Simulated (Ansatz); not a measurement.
Basis-set extrapolation for C₃H₂F₃N, SMILES `N#CCC(F)(F)F` (PBE0-D4/def2-TZVP geometry, frozen core, Ansatz). Multiplicity 1, RHF reference.

```json
{"": "HF", "cc-pV(T+d)Z": "-467.716066", "cc-pV(Q+d)Z": "-467.751073"}
{"": "MP2 correlation", "cc-pV(T+d)Z": "-1.404525", "cc-pV(Q+d)Z": "-1.517944"}
{"": "CCSD(T) correlation", "cc-pV(T+d)Z": "-1.468589", "cc-pV(Q+d)Z": "not run"}
```

Energies in hartree. Use E(X) = E(∞) + A·exp(−5.46·√X) for Hartree–Fock and E(X) = E(∞) + B·X^(−3.05) for correlation, with X = 3 and 4, and add CCSD(T) minus MP2 of the smaller set to the MP2 limit.

Q: What is the CCSD(T) energy at the basis-set limit?

A: HF limit: -467.751073 + (-0.035007) × 0.30130 = -467.76162. MP2 limit: -1.517944 + (-0.113419) × 0.71189 = -1.59869. Higher-order term: -1.468589 − (-1.404525) = -0.06406. Total: -469.42437 hartree, 629.4 kJ/mol below CCSD(T)/cc-pV(T+d)Z.
